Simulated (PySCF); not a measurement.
Electronic structure of Cr (chromium, neutral) at the UHF level

Configuration: [Ar] 3d5 4s1, high-spin 7S determinant. Calculation: PySCF 2.14, in Sapporo-DKH3-DZP-2012; the spin-free X2C one-electron Hamiltonian (Gaussian nucleus).

* Total energy: -1049.631840 hartree
* One-electron energy: -1447.8755 hartree
* Hartree (Coulomb) energy: 446.4369 hartree
* Exchange energy: -48.1933 hartree
* ⟨S²⟩: 12.0001
* ⟨L²⟩: 0.000
* Sum of ⟨r⟩: 20.42 bohr
* Sum of ⟨r²⟩: 37.30 bohr²
* Langevin diamagnetic susceptibility: -29.5 ×10⁻⁶ cm³/mol
* Time after the integrals: 0.25 s of wall time on 1 thread of Intel(R) Xeon(R) Platinum 8488C (shared host)

```tsv
shell	electrons	mean orbital energy (eV)	rms radius, mean of both spins (bohr)
1s α	1	-6041.4	0.0734
1s β	1	-6041.4	0.0734
2s α	1	-723.84	0.317
2s β	1	-721.15	0.317
2p α	3	-605.21	0.287
2p β	3	-602.61	0.287
3s α	1	-95.535	0.972
3s β	1	-86.142	0.972
3p α	3	-61.753	1.06
3p β	3	-50.360	1.06
3d α	5	-9.957	1.59
4s α	1	-6.136	3.92
```

Densities and radii are taken from the X2C orbitals without a picture-change correction, which distorts them close to the nucleus.
